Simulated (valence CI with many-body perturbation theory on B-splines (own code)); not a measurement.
# Valence orbitals of As11+

Computed by configuration interaction combined with many-body perturbation theory (CI+MBPT): four valence electrons over a frozen Dirac-Fock core [Ar], radial functions for each j: 9 s, 9 p, 10 d, 8 f, 5 g, 3 h, 1 i, with the one-electron correlation potential Σ1, the two-electron term Σ2, the three-electron term Σ3, Breit, model QED; selected CI, second order for the rest, scaled by the run's own slope (own B-spline code, finite nucleus).

No measured spectrum was set against this ion. As an estimate, terms of the open shell hold to 2 to 4 % of their energy, and close levels can change places. Core correlation moves these levels by up to 6200 cm⁻¹, and in measured spectra 5 to 20 % of such shifts remained as error; rates that hang on mixing are uncertain with them. Only levels of the ground parity were solved; by the run's estimate the other parity begins above the list, which can be wrong where configurations are misplaced.

These are the spectroscopic orbitals of the CI (the correlating ones are not listed), shaped by the core and the other valence electrons. h is the expectation value of the core's Dirac-Fock operator, without the valence repulsion; Σ1 is computed up to l = 3 at one energy for each symmetry, that of its lowest orbital but kept below the first core excitation, so for empty shells it is not the orbital's own correlation shift; Breit and QED include the response of the core.

| Orbital | h (hartree) | Σ1 (cm⁻¹) | Breit (cm⁻¹) | QED (cm⁻¹) | ⟨r⟩ (bohr) |
| --- | --- | --- | --- | --- | --- |
| 4s1/2 | -10.179 | -6323 | 351 | 255 | 1.237 |
| 5s1/2 | -5.9222 | -2138 | 158 | 115 | 2.141 |
| 6s1/2 | -3.8809 | -1012 | 83.5 | 61.1 | 3.299 |
| 4p1/2 | -9.4015 | -6279 | 521 | -26.3 | 1.287 |
| 5p1/2 | -5.5614 | -2259 | 246 | -12.2 | 2.231 |
| 6p1/2 | -3.685 | -1102 | 134 | -6.5 | 3.431 |
| 4p3/2 | -9.327 | -6142 | 321 | -4.6 | 1.298 |
| 5p3/2 | -5.5277 | -2230 | 152 | -2.1 | 2.246 |
| 6p3/2 | -3.6669 | -1092 | 84.3 | -1.1 | 3.448 |
| 3d3/2 | -16.787 | -20482 | 544 | -132 | 0.5375 |
| 4d3/2 | -8.1169 | -5590 | 157 | -24.8 | 1.374 |
| 5d3/2 | -4.9755 | -2327 | 77.9 | -11.5 | 2.404 |
| 3d5/2 | -16.742 | -20257 | 19.5 | -104 | 0.5397 |
| 4d5/2 | -8.1041 | -5559 | 40.1 | -18.5 | 1.377 |
| 5d5/2 | -4.9695 | -2315 | 21.2 | -8.5 | 2.407 |
| 4f5/2 | -7.0493 | -6559 | -15.4 | -6.6 | 1.396 |
| 5f5/2 | -4.5041 | -3281 | -9.3 | -4.1 | 2.488 |
| 4f7/2 | -7.0477 | -6444 | -35.1 | -5.3 | 1.397 |
| 5f7/2 | -4.503 | -3213 | -21.1 | -3.4 | 2.489 |
| 5g7/2 | -4.3316 |  | -0.6 | -0.3 | 2.281 |
| 5g9/2 | -4.3311 |  | -1.2 | 0.0 | 2.282 |

Among the shells of the start configuration 3d4, Σ1 is largest in size for 3d3/2, where it is 0.56 % of h.

Lowest root of each symmetry, sizes in configuration state functions:

```
J  Parity  Roots  Reference  Variational  Second order  Change by selected CI (cm⁻¹)  Change by second order (cm⁻¹)
0    even      5         19         8031         69398                         -7359                             -3
1    even      4         43        17641        115645                         -7311                             -5
2    even      8         61        25421        202011                         -7273                             -7
3    even      6         57        24799        223654                         -7240                            -12
4    even      7         48        24914        243534                         -7267                            -12
5    even      2         29        23374         95872                         -9362                            -13
6    even      2         15        19728         76409                         -9337                             -9
```
